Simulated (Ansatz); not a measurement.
Consider the substitution at a C–B bond: `CB(C)N[SiH3]` + `OCS` → `COCS` + `CBN[SiH3]`.

Isolated molecules relaxed with PBE0-D4/def2-TZVP in Ansatz; ΔE leaves out vibrations. CCSD(T)/CBS adds triple-zeta CCSD(T) − MP2 to the extrapolated MP2 energy (def2 sets, frozen cores). This one scheme is used for every species. DFT in def2-TZVPP. Each species was taken in one conformer, which may not be the lowest.

| level | ΔE (kJ/mol) |
| --- | --- |
| ωB97X-V | 67.4 |
| PBE | 67.6 |
| MP2/def2-TZVPP | 74.5 |
| CCSD/def2-TZVPP | 71.4 |

(1) What does CCSD(T)/CBS give? (An estimate is asked.)

Largest T1 diagnostic among the species: 0.012.

Results:

(1) Ansatz gave: +73.8 kJ/mol. The listed levels differ from it by -6.4, -6.2, 0.7, -2.4 kJ/mol.

In def2-TZVPP, CCSD(T) changes the Hartree–Fock value by +7.5 kJ/mol (the triples alone add −0.9 kJ/mol) and MP2 by +11.4 kJ/mol. From PBE to PBE0 (25 % exact exchange), in def2-TZVPP and without D4, ΔE moves by +3.9 kJ/mol.
